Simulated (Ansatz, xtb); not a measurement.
Relaxing a trial structure of C2H2FSe−

The starting geometry of this gas-phase singlet was built from a drawn formula by distance geometry and a force field; its bonds are those of `[H]/[C-]=C(\F)[SeH]`.

```tsv
atom	x (Å)	y (Å)	z (Å)
C	-0.9868	-0.1735	0.7435
C	0.2939	-0.3891	0.6182
F	0.9705	0.0842	-0.4528
Se	1.2456	-1.4686	1.9209
H	-1.5388	0.3856	-0.0040
H	1.5826	-0.1910	2.7115
```

Where would you expect an optimisation with r2SCAN-D4/def2-SVPD to take it?

It keeps its bonds, and is `[H]/[C-]=C(\F)[SeH]`.

The energy falls by 0.59 eV over 15 steps:

```csv
step,E − E(last) (eV)
1,0.586
3,0.122
4,0.087
6,0.061
7,0.050
9,0.024
10,0.005
12,0.000
13,0.000
15,0.000
```

Final geometry (Å):

```yaml
atoms:
  - { symbol: C, position_ang: [-1.2391, -0.3089, 0.6009] }
  - { symbol: C, position_ang: [0.0597, -0.2952, 0.7876] }
  - { symbol: F, position_ang: [1.1023, 0.3404, -0.0043] }
  - { symbol: Se, position_ang: [0.9807, -1.2945, 2.1757] }
  - { symbol: H, position_ang: [-1.5135, 0.2359, -0.3240] }
  - { symbol: H, position_ang: [2.1768, -0.4300, 2.3013] }
```

From the same start GFN2-xTB ends elsewhere, differing in C2–F3 (3.62 against 1.46 Å here), F3–H6 (0.97 against 2.66 Å here), Se4–H6 (2.16 against 1.48 Å here).

No frequencies were run, so the end isn't proven a minimum. Run with Ansatz 0.2.0, 46 s on 2 threads of Arm Neoverse V1, on a shared host.
